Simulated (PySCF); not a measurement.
# Potential energy of LiBe along the bond

Set-up: Li cc-pVDZ, Be cc-pVDZ; no relativity (PySCF 2.14). Energies in eV from Li + Be in their ground configurations at the same level. State: ²Σ⁺ (doublet), unpaired electrons σ ↑.

All columns are B97-3. A positive dipole means Li(−)Be(+).

```tsv
R (Å)	E (eV)	μ (D)	Mulliken charge on Li (basis-dependent)	HOMO (eV)	LUMO (eV)	Mayer bond order	⟨S²⟩
2.239	-0.298	-3.53	-0.08	-3.46	-2.07	1.09	0.76
2.343	-0.382	-3.47	-0.05	-3.50	-2.16	1.06	0.76
2.447	-0.427	-3.37	-0.02	-3.53	-2.26	1.02	0.76
2.525	-0.441	-3.29	0.00	-3.56	-2.33	0.99	0.76
2.603	-0.442	-3.20	0.02	-3.58	-2.40	0.96	0.76
2.681	-0.433	-3.10	0.03	-3.60	-2.48	0.92	0.76
2.785	-0.410	-2.96	0.05	-3.63	-2.56	0.86	0.76
2.915	-0.370	-2.77	0.07	-3.65	-2.62	0.79	0.76
3.071	-0.316	-2.43	0.10	-3.68	-1.50	0.65	0.77
3.280	-0.243	-2.09	0.10	-3.72	-1.56	0.53	0.77
```

A fit through these points gives, at Re = 2.570 Å, μ = -3.24 D and dμ/dR = 1.18 D/Å; the reduced mass is 3.945 u.

Problem. How strong is the fundamental in the double-harmonic approximation, I = 42.26·(dμ/dR)²/μred km/mol?

Solution. I = 42.26·(1.18)²/3.945 = 14.9 km/mol at B97-3.

The state is the lowest determinant that a PBE0 search found; another state may lie lower at other levels.
